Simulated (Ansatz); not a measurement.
Species: C$_{4}$H$_{6}$BN, SMILES `Bc1[nH]ccc1` (charge 0, multiplicity 1), formula C4H6BN.

Question: How many basis functions does frozen-core CCSD(T)/cc-pVTZ // B3LYP-D3(BJ)/def2-TZVP in Ansatz (a quantum-chemistry and plane-wave program) use, how many core orbitals are frozen, and how many electrons are correlated?

Answer: 264 basis functions and 6 frozen orbitals, which leaves 30 correlated electrons. Core time is of the order of minutes.
